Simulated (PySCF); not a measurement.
A structure optimised at PBE-D3(BJ)/def2-SVP, used in a PySCF frequency run:

```
O
C 1 1.4127
H 2 1.1137 1 107.79
H 2 1.1160 3 106.36 1 -118.23
C 2 1.5247 3 109.88 4 -118.55
H 5 1.1094 2 111.23 3 58.38
H 5 1.1099 6 107.97 2 121.37
H 5 1.1106 6 108.01 7 116.99
Al 1 1.6997 2 132.97 3 168.14
F 9 1.6708 1 117.46 2 -171.31
O 9 1.7095 10 121.00 1 179.61
H 11 0.9700 9 121.85 10 0.20
```
Charge 0, spin multiplicity 1.

### Question
Write its SMILES and formula.

### Answer
CC[O][Al]([OH])[F], C₂H₆AlFO₂

### Question
What are its rotational constants (standard atomic weights)?

### Answer
4.8294, 1.7148, 1.3724 GHz
